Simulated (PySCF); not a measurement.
1-silylprop-2-en-1-one (C3H6OSi), SMILES C=CC(=O)[SiH3]. The structure is a stationary point at PBE-D3(BJ)/def2-SVP. Other conformers were not sampled.

Computed equilibrium geometry at PBE-D3(BJ)/def2-SVP (PySCF confirms it by a frequency run) as a Z-matrix, and its point group (one conformer of several):
point group Cs.
```
C
O 1 1.2294
C 1 1.4960 2 122.36
C 3 1.3491 1 121.01 2 0.00
H 4 1.1007 3 122.27 1 180.00
H 4 1.1031 5 118.61 3 180.00
H 3 1.1031 4 121.43 5 0.00
Si 1 1.9523 2 116.68 3 180.00
H 8 1.5021 1 107.46 2 -58.79
H 8 1.5021 9 109.34 1 -116.35
H 8 1.5072 9 109.52 10 -120.00
```
Charge 0, spin multiplicity 1.
